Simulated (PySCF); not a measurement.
Optical rotation: `CO[C@@H]([SiH3])[C@H](C)O`, C4H12O2Si

Cartesian coordinates in Å; atom numbers follow the order of the lines, from 1:
```xyz
19

C    -1.6730    1.6376    0.1322
O    -0.4554    1.0539   -0.2274
C    -0.2344   -0.2232    0.3793
Si   -1.2887   -1.5860   -0.4785
C     1.2284   -0.5967    0.1304
C     2.2083    0.5179    0.4829
O     1.3531   -0.9991   -1.2187
H    -2.5264    1.0338   -0.1998
H    -1.7423    1.7715    1.2196
H    -1.7077    2.6116   -0.3542
H    -0.4159   -0.1368    1.4607
H    -0.6303   -2.8745   -0.3132
H    -1.4784   -1.2038   -1.8747
H    -2.5972   -1.6468    0.1895
H     1.4597   -1.4920    0.7174
H     2.1728    0.7215    1.5497
H     1.9448    1.4240   -0.0574
H     3.2183    0.2194    0.2117
H     1.1545   -0.2232   -1.7569
```

Method: TDDFT LC-wPBE/def2-SVPD circular dichroism and optical rotation, one conformer, gas phase (PySCF). Geometry: GFN2-xTB.

The molecule is flexible and this is one conformer; a measurement averages over conformers.

Stereocentres: C3 S, C5 S.

(1) What is the specific rotation at 633, 589.3, 546, 436, 405, 365, 355 nm?

(2) And for the mirror image at 589.3 nm?

(3) What is the molar rotation [Φ] = [α]·M/100 of the geometry above at 589.3 nm?

## Answers

(1) [α] in deg dm⁻¹ (g/mL)⁻¹:
```tsv
λ (nm)	origin-invariant length gauge	modified velocity gauge	length gauge (centre of mass)	isotropic polarisability (au)
633	+88.4	+85.2	+89.1	85.3
589.3	+103.5	+99.8	+104.3	85.6
546	+122.7	+118.4	+123.7	85.9
436	+207.0	+200.2	+208.7	87.3
405	+247.8	+240.0	+249.8	88.0
365	+322.8	+313.1	+325.4	89.1
355	+347.1	+337.0	+349.9	89.4
```

(2) -103.5 deg dm⁻¹ (g/mL)⁻¹ (origin-invariant length gauge): the same size and the opposite sign.

(3) With M = 120.22 g/mol, +124.4 deg cm² dmol⁻¹ (origin-invariant length gauge).

The first excitation lies at 7.27 eV (171 nm) with R = -17.1 × 10⁻⁴⁰ esu² cm² (velocity form).
